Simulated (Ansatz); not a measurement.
Consider the substitution at a C–Al bond: `CO[CH2][AlH][SiH3]` + H₂S → `COCS` + `[AlH2][SiH3]`.

Isolated molecules relaxed with PBE0-D4/def2-TZVP in Ansatz; ΔE leaves out vibrations. CCSD(T)/CBS is the MP2 limit (def2-TZVPP, def2-QZVPP) plus CCSD(T) − MP2 in def2-TZVPP, frozen cores. This one scheme is used for every species. Functionals use def2-TZVPP. B3LYP here is the variant with VWN-RPA as its local correlation; programs differ in this. One conformer a species, not always the lowest.

```
             level  ΔE (kcal/mol)  difference from CCSD(T)/CBS
            PBE-D4            4.1                          0.1
         r2SCAN-D4            4.1                          0.1
           PBE0-D4            3.9                         -0.1
          B3LYP-D4            4.1                          0.1
           ωB97X-V            3.4                         -0.6
           ωB97M-V            4.5                          0.5
            B2PLYP            3.4                         -0.6
               PBE            3.5                         -0.5
            r2SCAN            3.8                         -0.2
              PBE0            3.3                         -0.7
             B3LYP            3.2                         -0.8
     HF/def2-TZVPP            1.3                         -2.7
    MP2/def2-TZVPP            3.8                         -0.2
SCS-MP2/def2-TZVPP            3.3                         -0.7
   CCSD/def2-TZVPP            4.1                          0.1
CCSD(T)/def2-TZVPP            4.2                          0.2
     HF/def2-QZVPP            1.3                         -2.7
    MP2/def2-QZVPP            3.8                         -0.2
SCS-MP2/def2-QZVPP            3.2                         -0.8
      HF/CBS(def2)            1.3                         -2.7
     MP2/CBS(def2)            3.7                         -0.3
    CCSD/CBS(def2)            4.0                          0.0
       CCSD(T)/CBS            4.0                            0
```

Largest T1 diagnostic among the species: 0.012.

In def2-TZVPP, CCSD(T) changes the Hartree–Fock value by +2.9 kcal/mol (the triples alone add +0.1 kcal/mol) and MP2 by +2.6 kcal/mol. The D4 term adds +0.8 kcal/mol with B3LYP and +0.6 kcal/mol with PBE0; it sums over pairs of atoms, weighted by their polarisabilities, and B3LYP, whose exchange is more repulsive, gets the larger term.
